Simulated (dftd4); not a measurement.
AgI, triplet, geometry from GFN2-xTB (such geometries of metal compounds can be far from the true shape) (the multiplicity is a formal guess); D4 for tpssh in dftd4 4.2.0.

dftd4 was given this input:
```
$ dftd4 mol.xyz --func tpssh --charge 0 --json dftd4.json --noedisp

# file mol.xyz
2

Ag    -0.00000000    -0.00000000    -1.54269681
I      0.00000000     0.00000000     1.36805189
```

Question: Write the output that dftd4 gives for this input, abridged.

Answer: 
```
                    ____  _____ _____     ____  _  _
      -------------|  _ \|  ___|_   _|---|  _ \| || |------------
     |             | | | | |_    | | ___ | | | | || |_           |
     |             | |_| |  _|   | ||___|| |_| |__   _|          |
     |             |____/|_|     |_|     |____/   |_|            |
     |             ===================================           |
     |            E. Caldeweyher, S. Ehlert & S. Grimme          |
     |          Mulliken Center for Theoretical Chemistry        |
     |                    University of Bonn                     |
      -----------------------------------------------------------

Rational (Becke-Johnson) damping: tpssh-D4-ATM
---------------------
  s6         1.0000
  s8         1.8590
  s9         1.0000
  a1         0.4429
  a2         4.6023
 alp        16.0000
--------------------

Dispersion energy:      -2.0210546197751E-03 Eh

[Info] JSON dump of results written to 'dftd4.json'
```
